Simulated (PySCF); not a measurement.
# How the method changes the constants of CsF⁺

State: ²Π (doublet), unpaired electrons π ↑. Set-up: Cs def2-SVP with ECP46, F def2-SVP; scalar-relativistic core potentials (PySCF 2.14). De refers to Cs⁺ + F in their high-spin ground configurations, without counterpoise correction. The functionals are run spin-unrestricted. A positive dipole points towards F; it is taken about the centre of mass and depends on that origin.

```csv
Level,Re (Å),ωe (cm⁻¹),De (eV),μ (D)
UHF,3.394,75.8,0.094,-1.81
UHF-MP2,3.285,93.2,0.138,n/a
UHF-SCS-MP2,3.295,92.0,0.135,n/a
UHF-CCSD,3.284,93.6,0.139,n/a
UHF-CCSD(T),3.277,95.0,0.143,n/a
PBE,3.177,110,0.231,-1.46
PW91,3.163,111,0.243,-1.45
r²SCAN,3.204,105,0.181,-1.57
TPSSh,3.244,94.2,0.177,-1.58
B3LYP,3.202,105,0.192,-1.53
PBE0,3.206,101,0.179,-1.56
```

Which functional lies closest to UHF-CCSD(T) in De, which farthest, and by how much do they differ from it?

Closest is TPSSh (-3.3 pm in Re, -0.8 % in ωe, +0.03 eV in De against UHF-CCSD(T) in the same basis), farthest PW91 (-11.4 pm in Re, +16.8 % in ωe, +0.10 eV in De). CCSD(T) converges more slowly with the basis than the functionals do and binds too weakly in this one, so the order can change at the basis-set limit.

What does a quarter of exact exchange do here, going from PBE to PBE0?

PBE0 less PBE: +2.9 pm in Re, -8.2 % in ωe, -0.05 eV in De. Exact exchange removes part of the self-interaction that spreads semilocal densities, and in most molecules shortens and stiffens the bond and lowers De; here Re and ωe go the other way.

What does the step from GGA to meta-GGA do here, going from PBE to r²SCAN?

r²SCAN less PBE: +2.7 pm in Re, -4.5 % in ωe, -0.05 eV in De. 

Correlated steps freeze 1 core orbital. The bond is weak. Basis-set superposition, not corrected here, can be much of De in a small basis, most of all at correlated wavefunction levels. Spin–orbit coupling is left out, which matters for elements this heavy, above all for dissociation energies. For an ion De counts to the pair picked by the measured ionisation energies or electron affinities, which need not be the lowest pair at this level. The state is the lowest determinant that a PBE0 search found; another state may lie lower at other levels.
